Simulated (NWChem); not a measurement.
**Atomisation of sulfur tetrafluoride (F4S)**

```
S
F 1 1.5930
F 1 1.5930 2 101.03
F 1 1.6729 2 87.65 3 -87.14
F 1 1.6729 2 87.65 4 174.29
```
Charge 0, spin multiplicity 1.

The numbers come from NWChem runs, not from measurements. All single points use one geometry, from B3LYP/def2-SVP, a minimum by its harmonic frequencies.

Basis set: def2-TZVP. The atomisation energy is electronic alone: no zero-point, thermal, spin-orbit or counterpoise terms. No value is extrapolated to the basis-set limit. Free atoms are single determinants with multiplicities F 2, S 3.

B3LYP has NWChem's definition, with VWN1-RPA local correlation. The stability of the SCF solutions was not checked. Open-shell Hartree-Fock references start from PBE0 orbitals.

Task: For the atomisation energy, PBE gives 361.3 kcal/mol and HF gives 145.0 kcal/mol. What do PBE0, BLYP, LDA (SVWN5) give?

Result: PBE0: 324.6 kcal/mol; BLYP: 339.8 kcal/mol; LDA (SVWN5): 449.7 kcal/mol.
